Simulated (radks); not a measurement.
The numbers below are computed, except where a source is named.
Rh XLIII, configuration [He] 2s1 (the NIST ground configuration). Level of theory: Dirac Kohn-Sham, exchange-only PBE, spin-unpolarised, spherical densities, finite nucleus; Fermi nuclear charge, rms radius 4.4945 fm (a radial shooting solver on a logarithmic mesh with Libxc functionals).

Normalised radial functions P(r) = r R(r) (large component), r in bohr:

r          1s1/2    2s1/2
0.002165  1.3350   0.4808
0.002624  1.5678   0.5639
0.003179  1.8331   0.6581
0.003852  2.1321   0.7636
0.00463   2.4496   0.8744
0.00561   2.8101   0.9985
0.006798  3.1938   1.1274
0.008237  3.5892   1.2550
0.009901  3.9631   1.3677
0.012     4.3249   1.4627
0.01454   4.6271   1.5174
0.01761   4.8332   1.5100
0.02134   4.9043   1.4150
0.02565   4.8128   1.2173
0.03108   4.5282   0.8775
0.03766   4.0490   0.3895
0.04563   3.4043  -0.2377
0.05485   2.6890  -0.9329
0.06646   1.9255  -1.6814
0.08053   1.2372  -2.3422
0.09758   0.6973  -2.7869
0.1182    0.3354  -2.9077
0.1421    0.1389  -2.6831
0.1722    0.0441  -2.1550
0.2086    0.0106  -1.4816
0.2528    0.0018  -0.8502
0.3039    0.0002  -0.4086
0.3682    0.0000  -0.1483
0.4461    0.0000  -0.0397

1s1/2: eigenvalue -26993 eV, 0 radial nodes, <r> = 0.0324 bohr, 90 % of the charge inside 0.0581 bohr. 2s1/2: eigenvalue -6541.9 eV, 1 radial node at r = 0.0426 bohr, <r> = 0.132 bohr, 90 % of the charge inside 0.202 bohr.
